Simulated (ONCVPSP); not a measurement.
**Pseudopotential generation for In (Z = 49): ONCV, LDA (Perdew-Wang 92), scalar-relativistic.**

ONCVPSP 4.0.1 input, shortened (lines: element, Z, core and valence counts, functional; n l f; lmax; l rc ep ncon nbas qcut; lloc lpopt rc5 dvloc0; l nproj debl; icmod fcfact rcfact), LDA (Perdew-Wang 92), scalar-relativistic:

```
  In 49.00    9    2  -001012      upf
    1    0    2.00
    2    0    2.00
    2    1    6.00
    3    0    2.00
    3    1    6.00
    3    2   10.00
    4    0    2.00
    4    1    6.00
    4    2   10.00
    5    0    1.75
    5    1    1.25
    2
    0    2.00    0.00    5   10    2.70
    1    2.35    0.00    4    9    3.10
    2    2.20    0.10    5    9    4.60
    4    5    1.60    0.00
    0    2    0.70
    1    2    1.00
    2    3    3.80
    1    0.60    0.00
```

**Question.** Is a potential produced?

**Answer.** No. ONCVPSP 4.0.1 stopped with "optimize: ERROR ps0norm > uunorm, code will stop": the continuity conditions at rc already need more norm inside rc than the all-electron wave has, so norm conservation cannot be met. It happened in the d channel.
